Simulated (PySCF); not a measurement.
C6H8, SMILES C1=CCCC=C1.

Coordinates come from a ωB97X-D3(BJ)/def2-SVP optimisation. Other conformers were not sampled.

Level of theory: ωB97X-D3(BJ)/def2-SVP run with PySCF.

No scaling factor is applied to the harmonic values.

Computed vibrational spectrum:
```json
[
 {"mode": "1", "ν (cm⁻¹)": "194", "IR (km/mol)": "0.5", "moving atoms (share of kinetic energy)": "H 53 %, C 47 %"},
 {"mode": "2", "ν (cm⁻¹)": "305", "IR (km/mol)": "1.1", "moving atoms (share of kinetic energy)": "C 58 %, H 42 %"},
 {"mode": "3", "ν (cm⁻¹)": "479", "IR (km/mol)": "5.6", "moving atoms (share of kinetic energy)": "C 67 %, H 33 %"},
 {"mode": "4", "ν (cm⁻¹)": "528", "IR (km/mol)": "0.2", "moving atoms (share of kinetic energy)": "C 56 %, H 44 %"},
 {"mode": "5", "ν (cm⁻¹)": "574", "IR (km/mol)": "0.2", "moving atoms (share of kinetic energy)": "C 89 %, H 11 %"},
 {"mode": "6", "ν (cm⁻¹)": "684", "IR (km/mol)": "56.8", "moving atoms (share of kinetic energy)": "H 74 %, C 26 %"},
 {"mode": "7", "ν (cm⁻¹)": "762", "IR (km/mol)": "13.6", "moving atoms (share of kinetic energy)": "H 58 %, C 42 %"},
 {"mode": "8", "ν (cm⁻¹)": "791", "IR (km/mol)": "1.0", "moving atoms (share of kinetic energy)": "H 65 %, C 35 %"},
 {"mode": "9", "ν (cm⁻¹)": "881", "IR (km/mol)": "0.9", "moving atoms (share of kinetic energy)": "C 73 %, H 27 %"},
 {"mode": "10", "ν (cm⁻¹)": "957", "IR (km/mol)": "6.7", "moving atoms (share of kinetic energy)": "C 56 %, H 44 %"},
 {"mode": "11", "ν (cm⁻¹)": "983", "IR (km/mol)": "1.6", "moving atoms (share of kinetic energy)": "C 64 %, H 36 %"},
 {"mode": "12", "ν (cm⁻¹)": "997", "IR (km/mol)": "3.1", "moving atoms (share of kinetic energy)": "C 55 %, H 45 %"},
 {"mode": "13", "ν (cm⁻¹)": "1014", "IR (km/mol)": "0.1", "moving atoms (share of kinetic energy)": "H 77 %, C 23 %"},
 {"mode": "14", "ν (cm⁻¹)": "1022", "IR (km/mol)": "0.7", "moving atoms (share of kinetic energy)": "H 54 %, C 46 %"},
 {"mode": "15", "ν (cm⁻¹)": "1053", "IR (km/mol)": "2.1", "moving atoms (share of kinetic energy)": "C 55 %, H 45 %"},
 {"mode": "16", "ν (cm⁻¹)": "1087", "IR (km/mol)": "1.7", "moving atoms (share of kinetic energy)": "H 66 %, C 34 %"},
 {"mode": "17", "ν (cm⁻¹)": "1169", "IR (km/mol)": "0.0", "moving atoms (share of kinetic energy)": "H 97 %"},
 {"mode": "18", "ν (cm⁻¹)": "1185", "IR (km/mol)": "4.2", "moving atoms (share of kinetic energy)": "H 87 %, C 13 %"},
 {"mode": "19", "ν (cm⁻¹)": "1197", "IR (km/mol)": "2.1", "moving atoms (share of kinetic energy)": "H 92 %"},
 {"mode": "20", "ν (cm⁻¹)": "1273", "IR (km/mol)": "7.0", "moving atoms (share of kinetic energy)": "H 85 %, C 15 %"},
 {"mode": "21", "ν (cm⁻¹)": "1348", "IR (km/mol)": "0.5", "moving atoms (share of kinetic energy)": "H 77 %, C 23 %"},
 {"mode": "22", "ν (cm⁻¹)": "1388", "IR (km/mol)": "0.2", "moving atoms (share of kinetic energy)": "H 51 %, C 49 %"},
 {"mode": "23", "ν (cm⁻¹)": "1414", "IR (km/mol)": "2.5", "moving atoms (share of kinetic energy)": "H 56 %, C 44 %"},
 {"mode": "24", "ν (cm⁻¹)": "1446", "IR (km/mol)": "2.8", "moving atoms (share of kinetic energy)": "H 57 %, C 43 %"},
 {"mode": "25", "ν (cm⁻¹)": "1452", "IR (km/mol)": "4.4", "moving atoms (share of kinetic energy)": "H 92 %, C 8 %"},
 {"mode": "26", "ν (cm⁻¹)": "1468", "IR (km/mol)": "3.1", "moving atoms (share of kinetic energy)": "H 80 %, C 20 %"},
 {"mode": "27", "ν (cm⁻¹)": "1718", "IR (km/mol)": "2.1", "moving atoms (share of kinetic energy)": "C 95 %"},
 {"mode": "28", "ν (cm⁻¹)": "1763", "IR (km/mol)": "0.4", "moving atoms (share of kinetic energy)": "C 91 %, H 9 %"},
 {"mode": "29", "ν (cm⁻¹)": "3034", "IR (km/mol)": "15.3", "moving atoms (share of kinetic energy)": "H 93 %"},
 {"mode": "30", "ν (cm⁻¹)": "3039", "IR (km/mol)": "40.7", "moving atoms (share of kinetic energy)": "H 94 %"},
 {"mode": "31", "ν (cm⁻¹)": "3125", "IR (km/mol)": "25.3", "moving atoms (share of kinetic energy)": "H 91 %, C 9 %"},
 {"mode": "32", "ν (cm⁻¹)": "3127", "IR (km/mol)": "16.5", "moving atoms (share of kinetic energy)": "H 91 %, C 9 %"},
 {"mode": "33", "ν (cm⁻¹)": "3195", "IR (km/mol)": "0.5", "moving atoms (share of kinetic energy)": "H 92 %"},
 {"mode": "34", "ν (cm⁻¹)": "3200", "IR (km/mol)": "2.4", "moving atoms (share of kinetic energy)": "H 92 %, C 8 %"},
 {"mode": "35", "ν (cm⁻¹)": "3216", "IR (km/mol)": "30.1", "moving atoms (share of kinetic energy)": "H 91 %, C 9 %"},
 {"mode": "36", "ν (cm⁻¹)": "3225", "IR (km/mol)": "12.3", "moving atoms (share of kinetic energy)": "H 91 %, C 9 %"}
]
```
